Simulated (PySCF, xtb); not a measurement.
ZrOCl, SMILES [O]=[Zr][Cl] (connectivity only; charge and spin as stated), neutral, multiplicity 2.

Harmonic wavenumbers (cm⁻¹) from GFN2-xTB (xtb) at its own minimum, in rising order: 116, 379, 815.

Q: What does PySCF with PBE-D3(BJ)/def2-TZVP give at its own minimum? (An estimate is asked for; the answer gives what the named calculation found.)

A: 178, 385, 943. Paired by order, the mean absolute difference is 65 cm⁻¹ and the zero-point energies are 1.9 and 2.2 kcal/mol.
